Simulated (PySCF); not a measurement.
Species: `FC(F)(F)SC1=CC=CN1`. The columns A, B, C and D hold Mulliken, IAO, Hirshfeld and ESP-fitted charges (e) of one PBE0/pcSseg-1 density (PySCF), in a shuffled order. Coordinates in Å (GFN2-xTB); the density's dipole moment is (-1.91, 1.01, 1.08) D.

| atom | x | y | z | A | B | C | D |
| --- | --- | --- | --- | --- | --- | --- | --- |
| F1 | 2.144 | 1.361 | 0.221 | -0.260 | -0.280 | -0.130 | -0.099 |
| C2 | 2.486 | 0.089 | -0.017 | +0.691 | +0.700 | +0.296 | +0.236 |
| F3 | 2.349 | -0.108 | -1.327 | -0.245 | -0.267 | -0.115 | -0.092 |
| F4 | 3.771 | -0.046 | 0.285 | -0.245 | -0.263 | -0.076 | -0.086 |
| S5 | 1.453 | -1.067 | 0.969 | +0.117 | +0.141 | -0.133 | -0.002 |
| C6 | -0.106 | -0.534 | 0.366 | -0.045 | -0.105 | +0.085 | -0.019 |
| C7 | -0.889 | -1.042 | -0.642 | -0.084 | -0.198 | -0.140 | -0.087 |
| C8 | -2.042 | -0.244 | -0.693 | -0.161 | -0.220 | -0.301 | -0.092 |
| C9 | -1.926 | 0.712 | 0.285 | +0.147 | -0.097 | -0.188 | -0.019 |
| N10 | -0.752 | 0.526 | 0.930 | -0.381 | -0.212 | -0.134 | -0.064 |
| H11 | -0.648 | -1.879 | -1.266 | +0.078 | +0.170 | +0.154 | +0.056 |
| H12 | -2.861 | -0.361 | -1.373 | +0.089 | +0.163 | +0.205 | +0.053 |
| H13 | -2.593 | 1.506 | 0.556 | +0.102 | +0.167 | +0.194 | +0.061 |
| H14 | -0.389 | 1.085 | 1.685 | +0.197 | +0.299 | +0.283 | +0.152 |

Which column most likely holds the ESP-fitted charges?

C. Σ q r misses the density's dipole by 0.03 D (C), 0.97 D (D), 1.71 D (A), 2.04 D (B). Charges fitted to the outside potential are the only set here that is tied to the molecule's multipoles.

And the Hirshfeld charges?

D. The mean sizes are 0.080 e (D), 0.174 e (C), 0.203 e (A), 0.234 e (B), and Hirshfeld charges are commonly the smallest of these schemes.

As computed, A = Mulliken, B = IAO, C = ESP-fitted, D = Hirshfeld. Hydrogens on carbon: Mulliken +0.08 to +0.10, IAO +0.16 to +0.17, ESP-fitted +0.15 to +0.20, Hirshfeld +0.05 to +0.06 e.

The ESP scheme fits charges at the nuclei, held to the total charge, to the electrostatic potential on points at 1.4 to 2.0 times the van der Waals radii. The IAO scheme counts the electrons in orthogonalised intrinsic atomic orbitals, a minimal basis polarised so that it spans the occupied orbitals exactly.

One conformer (not necessarily the lowest) at the GFN2-xTB geometry, without solvent, vibrations or thermal averaging.

Conformer computed: `[F:1][C:2]([F:3])([F:4])[S:5][c:6]1[cH:7][cH:8][cH:9][nH:10]1`: F1–C2–S5–C6 57°, C2–S5–C6–C7 96°.
